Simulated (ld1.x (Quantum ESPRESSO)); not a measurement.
## Varying the RRKJ potential for niobium

Base potential:

niobium (Nb), norm-conserving RRKJ (Kleinman–Bylander form), made with ld1.x (Quantum ESPRESSO) 7.5 (PBE, scalar-relativistic). Core [Kr], reference 4d4 5s1 5p0. Waves: 5p (bound, empty): rc 3.00 bohr; 4d (bound): rc 1.60 bohr; 5s (bound): rc 3.30 bohr. Local part: the s channel. Core correction: Bessel-smoothed model core inside 1.65 bohr.

All-electron outer shells of the reference configuration (PBE, scalar-relativistic, ld1.x):

```
shell  level (eV)  outermost node (bohr)  outermost maximum (bohr)
   4s      -58.39                   0.53                      1.04
   4p      -34.52                   0.54                      1.12
   5s       -3.98                   1.41                      3.08
   4d       -3.04                   0.55                      1.49
   5p       -1.11                   1.63                      4.26
```

Cutoffs, loose and tight: the cutoffs (Ry, on a coarse ladder) from which the occupation-weighted sum of valence levels, in a spherical-Bessel basis at the reference potential, stays within 10 and 1 mRy of its value at 400 Ry. They do not see the model core or the augmentation charge, which bear on the density cutoff. Test errors are all-electron minus pseudo excitation energies from the reference, over the configurations 4d4 5s0 5p0; 4d3 5s0 5p0; 4d2 5s0 5p0; 4d4.5 5s0.5 5p0; 4d3 5s1 5p0; 4d3 5s2 5p0; 4d4 5s0.5 5p0. A dash means not determined; rows that change the core or the reference have their own tests.

```tsv
change	outcome	cutoff, loose	cutoff, tight	bound ghosts	largest test error (meV)
base	generated	35 Ry	60 Ry	none	-666
core correction none	generated	35 Ry	60 Ry	none	-71
core correction Bessel-smoothed model core inside 0.80 bohr	generated	35 Ry	60 Ry	none	-664
core correction Bessel-smoothed model core inside 0.98 bohr	generated	35 Ry	60 Ry	none	-665
core correction Bessel-smoothed model core inside 1.20 bohr	generated	35 Ry	60 Ry	none	-665
core correction Bessel-smoothed model core inside 1.40 bohr	generated	35 Ry	60 Ry	none	-665
core correction Bessel-smoothed model core inside 1.64 bohr	generated	35 Ry	60 Ry	none	-666
core correction Bessel-smoothed model core inside 1.92 bohr	generated	35 Ry	60 Ry	none	-664
```
